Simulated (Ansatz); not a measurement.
One change: `F[C@@H]([SiH3])[C@@H](F)Cl` becomes `FCC(F)Cl`.

Ansatz, PBE0-D4/def2-TZVP geometries, multiplicity 1. Each molecule was computed in one conformer, which needn't be the lowest.

```json
{"property": "size of the dipole moment (ωB97M-V/def2-TZVPP) / D", "`F[C@@H]([SiH3])[C@@H](F)Cl`": "2.80"}
{"property": "HOMO–LUMO gap (B3LYP/def2-TZVPP) / eV", "`F[C@@H]([SiH3])[C@@H](F)Cl`": "8.38"}
{"property": "HOMO energy (PBE/def2-TZVPP) / eV", "`F[C@@H]([SiH3])[C@@H](F)Cl`": "-7.32"}
{"property": "HOMO energy (B3LYP/def2-TZVPP) / eV", "`F[C@@H]([SiH3])[C@@H](F)Cl`": "-8.52"}
{"property": "LUMO energy (PBE/def2-TZVPP) / eV", "`F[C@@H]([SiH3])[C@@H](F)Cl`": "-0.95"}
{"property": "HOMO–LUMO gap (PBE/def2-TZVPP) / eV", "`F[C@@H]([SiH3])[C@@H](F)Cl`": "6.37"}
```

(1) What does the change do to each property? (Estimate.)

Results:

(1) Ansatz gave: 
```csv
property,`FCC(F)Cl`,shift
size of the dipole moment (ωB97M-V/def2-TZVPP) / D,1.48,-1.32
HOMO–LUMO gap (B3LYP/def2-TZVPP) / eV,8.89,0.51
HOMO energy (PBE/def2-TZVPP) / eV,-7.59,-0.27
HOMO energy (B3LYP/def2-TZVPP) / eV,-8.86,-0.34
LUMO energy (PBE/def2-TZVPP) / eV,-0.80,0.15
HOMO–LUMO gap (PBE/def2-TZVPP) / eV,6.79,0.42
```

With PBE0 the HOMO falls by 0.35 eV and the LUMO rises by 0.25 eV, so the gap widens by about 0.60 eV. PBE moves the HOMO by -0.27 eV and ωB97M-V by -0.41 eV. Dipoles are sizes alone; their direction can turn.

B3LYP here is the variant with VWN-RPA as its local correlation; programs differ in this.
